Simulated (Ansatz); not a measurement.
Consider the isomerisation: `O[Si](O)(F)[SiH3]` → `O[SiH2][SiH](O)F`.

Calculated with Ansatz (gas phase, PBE0-D4/def2-TZVP geometries, no zero-point term in ΔE). CBS: MP2 limit from def2 TZ/QZ plus the TZ coupled-cluster correction, frozen cores. Functionals use def2-TZVPP. Each species was taken in one conformer, which may not be the lowest.

| species | r2SCAN0 energy (Eh) |
| --- | --- |
| `O[Si](O)(F)[SiH3]` | -832.38419 |
| `O[SiH2][SiH](O)F` | -832.36614 |

(1) Work out ΔE.

Largest T1 diagnostic among the species: 0.013.

Answers

(1) ΔE = (-832.36614) − (-832.38419) = 0.01805 Eh = +47.4 kJ/mol. CCSD(T)/CBS gives +43.9 kJ/mol.

Leaving LDA and LC-ωPBE aside and taking each functional with its dispersion term where it has one, the values, not all of them listed here, spread over 6.0 kJ/mol, from BLYP-D4 to r2SCAN0-D4. LDA lies +4.2 kJ/mol from PBE without D4. From BLYP to BHLYP (50 % exact exchange), in def2-TZVPP and without D4, ΔE moves by +3.3 kJ/mol.
